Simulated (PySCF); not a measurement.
Isomers of CH15NOSi5, one GFN2-xTB conformer each. Single-point energies are computed at PBE0/pcSseg-1 (PySCF, gas phase, no added dispersion term), electronic only.

```
                               SMILES  GFN2-xTB relative energy (kcal/mol)
C[SiH2][Si@H](O[SiH3])N([SiH3])[SiH3]                                  0.0
  CO[SiH2][Si]([SiH3])([SiH3])[SiH2]N                                105.5
  CN[SiH2][Si]([SiH3])([SiH3])[SiH2]O                                102.1
```

Conformers: `[CH3:1][SiH2:2][Si@H:3]([O:4][SiH3:5])[N:6]([SiH3:7])[SiH3:8]` with C1–Si2–Si3–O4 153°, Si2–Si3–O4–Si5 -145°, Si2–Si3–N6–Si7 -144°; `[CH3:1][O:2][SiH2:3][Si:4]([SiH3:5])([SiH3:6])[SiH2:7][NH2:8]` with C1–O2–Si3–Si4 178°, O2–Si3–Si4–Si5 -62°, Si3–Si4–Si7–N8 171°, Si4–Si7–N8–H 53° and -170°; `[CH3:1][NH:2][SiH2:3][Si:4]([SiH3:5])([SiH3:6])[SiH2:7][OH:8]` with C1–N2–Si3–Si4 59°, N2–Si3–Si4–Si5 -82°, Si3–Si4–Si7–O8 173°, Si4–Si7–O8–H 180°.

Task: What does PBE0/pcSseg-1 give for the same structures?

Result: 
```json
{"SMILES": "C[SiH2][Si@H](O[SiH3])N([SiH3])[SiH3]", "PBE0/pcSseg-1 E (Eh)": "-1623.81114", "PBE0/pcSseg-1 (kcal/mol)": "0.0", "GFN2-xTB (kcal/mol)": "0.0", "point group": "C1"}
{"SMILES": "CN[SiH2][Si]([SiH3])([SiH3])[SiH2]O", "PBE0/pcSseg-1 E (Eh)": "-1623.73430", "PBE0/pcSseg-1 (kcal/mol)": "48.2", "GFN2-xTB (kcal/mol)": "102.1", "point group": "C1"}
{"SMILES": "CO[SiH2][Si]([SiH3])([SiH3])[SiH2]N", "PBE0/pcSseg-1 E (Eh)": "-1623.72804", "PBE0/pcSseg-1 (kcal/mol)": "52.1", "GFN2-xTB (kcal/mol)": "105.5", "point group": "C1"}
```

Both levels put the same isomer lowest; measured from each level's own lowest isomer, the values differ by up to 53.9 kcal/mol (CN[SiH2][Si]([SiH3])([SiH3])[SiH2]O: 102.1 against 48.2). As drawn, the lowest has an Si–C bond, which the highest lacks; the highest has an N–H bond, which the lowest lacks.

Task: Which frontier levels, dipoles and rotational constants go with these structures?

Result: 
```
                               SMILES  HOMO (eV, PBE0/pcSseg-1)  LUMO (eV)  dipole (D)        A, B, C (MHz)
C[SiH2][Si@H](O[SiH3])N([SiH3])[SiH3]                     -7.60      -0.39        0.84  825.4, 681.5, 486.7
  CN[SiH2][Si]([SiH3])([SiH3])[SiH2]O                     -6.70      -0.72        2.08  832.4, 578.4, 526.8
  CO[SiH2][Si]([SiH3])([SiH3])[SiH2]N                     -7.23      -0.79        1.48  862.0, 536.4, 489.2
```
